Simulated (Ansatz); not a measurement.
Energy difference R1 + R2 → P1 + P2, each structure at its B3LYP-D3(BJ)/def2-TZVP stationary point, reached from a drawn start (curvature not checked).
R1: N atom, charge 0, multiplicity 4.
P1: NO (SMILES [N]=O), charge 0, multiplicity 2.
P2: O atom, charge 0, multiplicity 3.
R2: O2 (SMILES O=O), charge 0, multiplicity 3.

P less R. No zero-point or thermal terms; open shells are unrestricted; no spin–orbit coupling.

Cores are frozen in the correlated methods. CBS: X⁻³ extrapolation of the correlation energy, Hartree–Fock from the larger set.

Codes used: Ansatz (Gaussian orbitals). No computed number here is a measurement.

| level | reaction energy (kJ/mol) |
|---|---|
| HF/aug-cc-pVTZ | -84.8 |
| revPBE/def2-TZVPPD | -117.9 |
| r2SCAN/def2-TZVPPD | -93.7 |
| PBE0/def2-TZVPPD | -121.1 |
| wB97X-V/def2-TZVPPD | -128.6 |
| B2PLYP/def2-TZVPPD | -130.2 |
| CCSD/aug-cc-pVDZ | -106.6 |
| CCSD/aug-cc-pVQZ | ___ |
| CCSD(T)/CBS(aug-cc-pVTZ, aug-cc-pVQZ) | ___ |

**Question.** What belongs in the gaps?

**Answer.** 
- CCSD/aug-cc-pVQZ, reaction energy (kJ/mol): -126.1
- CCSD(T)/CBS(aug-cc-pVTZ, aug-cc-pVQZ), reaction energy (kJ/mol): -132.5

Ansatz is a quantum-chemistry and plane-wave program.
